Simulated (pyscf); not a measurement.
H₂C=C=C(F)–F → :HC–CH=C(F)–F [singlet], a hydrogen shift (singlet surface; C–H broken, C–H formed). Structures and frequencies: ωB97X-D3(BJ)/def2-SVP in PySCF. MP2 and CC: frozen core, UHF for open shells. ΔMP2 is the change of the MP2 total energy from the triple- to the quadruple-zeta basis. Energies in eV from the reactant's lowest minimum found.

AM1 to PM7: differences of heats of formation from MOPAC, which are fitted to 298 K values and so differ in kind from electronic energies by zero-point and thermal terms. 

Question: Quick PM6 single points give ΔE‡ = 3.59 eV and ΔE = +2.48 eV. What does CCSD(T)/def2-TZVPP + ΔMP2(QZVPP) give, and how far is the quick result from it?

Answer: CCSD(T)/def2-TZVPP + ΔMP2(QZVPP) gives ΔE‡ = 3.23 eV and ΔE = +2.05 eV. PM6 lies 0.36 eV over it in the barrier and 0.43 eV over it in the reaction energy, so on this step it does not hold to within 0.13 eV. CCSD(T)/def2-TZVPP + ΔMP2(QZVPP) has limits of its own. :HC–CH=C(F)–F [singlet] lies 2.07 eV over its isomer HC≡C–CH(F)–F (electronic energy, ωB97M-D3(BJ)/def2-TZVP). One saddle was located; it need not be the lowest between these sides. A restricted singlet here is unstable towards spin polarisation, as is usual where a triplet lies low; its energy is less safe. The CCSD(T) − MP2 part came from Ansatz, without density fitting, on the same reference.
